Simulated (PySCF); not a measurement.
## Radial density of Be⁺ (beryllium, charge +1)

M06-L, [He] 2s1, 2S determinant. Calculation: PySCF 2.14, in cc-pVTZ-DK; scalar relativity by spin-free X2C-1e.

```csv
r (bohr),4πr²ρ (e/bohr),4πr²(ρα − ρβ)
0.00547,0.01282,0.0003
0.00920,0.03519,0.0008
0.0155,0.09395,0.0021
0.0260,0.2437,0.0055
0.0438,0.5975,0.0134
0.0736,1.335,0.0297
0.124,2.547,0.0549
0.208,3.761,0.0732
0.350,3.655,0.0464
0.589,1.805,-0.0011
0.991,0.4469,0.1462
1.67,0.4717,0.4640
2.80,0.3026,0.3026
4.72,0.02421,0.0242
7.93,1.843e-05,0.0000
```

Densities and radii are taken from the X2C orbitals without a picture-change correction, which distorts them close to the nucleus.
